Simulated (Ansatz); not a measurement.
Consider the formal hydrolysis of the As–B bond: `[SiH3]CB[AsH2]` + H₂O → `O[AsH2]` + `BC[SiH3]`.

Isolated molecules relaxed with PBE0-D4/def2-TZVP in Ansatz; ΔE leaves out vibrations. CCSD(T)/CBS is the MP2 limit (def2-TZVPP, def2-QZVPP) plus CCSD(T) − MP2 in def2-TZVPP, frozen cores. This one scheme is used for every species. Functionals use def2-TZVPP. B3LYP here is the variant with VWN-RPA as its local correlation; programs differ in this. For As outer-core shells are correlated without core-valence functions, which leaves a few kJ/mol of doubt a bond. Scalar relativity is left out up to krypton. Each species was taken in one conformer, which may not be the lowest.

`[SiH3]CB[AsH2]`:

Cartesian coordinates in Å:
```
Si -1.090 1.463 -0.022
C -0.441 -0.121 -0.832
B 0.096 -1.030 0.285
As 1.948 -0.858 1.051
H 0.031 2.215 0.599
H -1.730 2.316 -1.058
H -2.095 1.148 1.026
H 0.304 0.213 -1.561
H -1.306 -0.544 -1.353
H -0.651 -1.753 0.882
H 2.722 -0.712 -0.245
H 2.214 -2.338 1.227
```

H₂O:

Cartesian coordinates in Å:
```
O -0.175 -0.150 0.314
H 0.608 -0.480 -0.132
H -0.433 0.630 -0.181
```

`O[AsH2]`:

```xyz
5

O    -0.611   -0.349   -0.860
As    0.511    0.481    0.279
H    -0.541    0.090   -1.711
H    -0.481    0.572    1.437
H     1.121   -0.794    0.856
```

`BC[SiH3]`:

```xyz
10

B    -0.397   -1.404   -0.456
C     0.653   -0.289   -0.423
Si   -0.113    1.138    0.564
H    -0.456   -2.214    0.425
H    -1.221   -1.441   -1.325
H     0.892    0.150   -1.396
H     1.569   -0.532    0.124
H    -0.407    0.718    1.958
H     0.853    2.267    0.598
H    -1.373    1.607   -0.069
```

| level | ΔE (kJ/mol) | difference from CCSD(T)/CBS |
| --- | --- | --- |
| revPBE-D4 | 63.7 | -4.0 |
| BHLYP-D4 | 55.2 | -12.5 |
| CAM-B3LYP-D4 | 50.7 | -17.0 |
| ωB97M-V | 54.7 | -13.0 |
| PBE | 58.5 | -9.2 |
| revPBE | 53.9 | -13.8 |
| r2SCAN | 59.3 | -8.4 |
| B3LYP | 44.5 | -23.2 |
| BHLYP | 45.8 | -21.9 |
| CAM-B3LYP | 44.8 | -22.9 |
| RPA@PBE/def2-TZVPP | 53.7 | -14.0 |
| MP2/def2-SVP | 67.5 | -0.2 |
| MP2/def2-TZVPP | 67.7 | 0.0 |
| SCS-MP2/def2-TZVPP | 55.1 | -12.6 |
| CCSD/def2-TZVPP | 60.6 | -7.1 |
| MP2/CBS(def2) | 72.2 | 4.5 |
| CCSD(T)/CBS | 67.7 | 0 |

Largest T1 diagnostic among the species: 0.013.

Leaving LDA and LC-ωPBE aside and taking each functional with its dispersion term where it has one, the values, not all of them listed here, spread over 17.4 kJ/mol, from BLYP-D4 to HSE06-D4. LDA lies +14.1 kJ/mol from PBE without D4. At CCSD(T), def2-SVP lies −4.4 kJ/mol from the extrapolated value and def2-TZVPP −4.6 kJ/mol.
